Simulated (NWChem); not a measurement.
# GeF$_{3}$ cation

```xyz
4

F     -0.9986     1.3414     0.0000
Ge     0.0000     0.0000     0.0000
F     -0.6624    -1.5355     0.0000
F      1.6610     0.1941     0.0000
```
Atoms are numbered in this order, from 1.

Results from NWChem. Pople sets run with spherical d functions. Geometry: optimised at B3LYP/6-31G* (spherical d). GIAO values for the isolated, static molecule; σ is the absolute isotropic shielding, δ = σ(reference) − σ with the isolated reference molecule computed at the same levels (19F: trichlorofluoromethane).

```csv
level,δ F1 (ppm),σ Ge2 (ppm)
PBE/pcSseg-1,-50.2,1404.4
Hartree-Fock/6-31G*,___,___
PBE0/pcSseg-1,-61.5,1448.9
B3LYP/6-31G*,-30.8,1672.8
```

Q: What belongs in the gaps?

A: 
- Hartree-Fock/6-31G*, δ F1 (ppm): -65.4
- Hartree-Fock/6-31G*, σ Ge2 (ppm): 1834.4
